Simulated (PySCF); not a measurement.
**Polarisability and C₆ of Zr¹⁷⁺ (zirconium, charge +17)**

[Ar] 3d5, high-spin 6S determinant. All numbers are calculated (PySCF 2.14, no relativity, point nucleus, in an even-tempered Gaussian basis (17 s from 1.4 bohr⁻², ratio 2.5; 11 p from 1.8 bohr⁻², ratio 2.5; 8 d from 1.8 bohr⁻², ratio 2.5; 4 f from 8.2 bohr⁻², ratio 2.7; 4 g from 12 bohr⁻², ratio 2.7)). Coupled (time-dependent) response in atomic units; α is the mean over directions.

```
method  mean α (bohr³)  C₆ (like pair)     S(−4)
   UHF         0.05800         0.02584  0.001267
```

S(−4) is the Cauchy moment in α(ω) = α(0) + S(−4) ω² + …

α(iu) at UHF:

| u (hartree) | α(iu) (bohr³) |
| --- | --- |
| 0 | 0.05800 |
| 1.00 | 0.05678 |
| 2.00 | 0.05358 |
| 4.00 | 0.04515 |
| 6.00 | 0.03783 |
| 8.00 | 0.03239 |
| 10.0 | 0.02828 |
| 15.0 | 0.02110 |
| 20.0 | 0.01627 |
| 30.0 | 0.01027 |
| 50.0 | 0.005002 |

A single London oscillator, α(iu) = α/(1 + u²/ω²), gives C₆ = (3/4) ω α². Matching the computed C₆ needs ω = 4 × 0.02584 / (3 × 0.05800²) = 10.2 hartree.

For an ion, C₆ is the dispersion term alone; charge-induced terms of lower order in 1/R come first.

A non-relativistic calculation at this Z misses sizeable relativistic shifts.
